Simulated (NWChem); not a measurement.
Extrapolating the CCSD correlation energy of CHF

```
C
F 1 1.3023
H 1 1.1354 2 102.45
```
Charge 0, spin multiplicity 1.

All runs are NWChem calculations. The geometry was optimised at B3LYP/def2-SVP, a minimum by its harmonic frequencies.

The correlated methods keep 2 core orbitals frozen. The structure started from a generated list of species. No row is a measurement; the coupled-cluster row has its own basis-set and correlation limits.

Worked example. The CCSD correlation energy is -319.43 mHa in cc-pVDZ and -404.18 mHa in cc-pVTZ. The form E(X) = E∞ + A/X³ turns the pair into an estimate of the basis-set limit.

E∞ = (3³·(-404.18) − 2³·(-319.43))/(3³ − 2³) = -439.9 mHa. The larger basis holds 92 % of that. This is a two-point estimate, and a rough one from so small a pair.
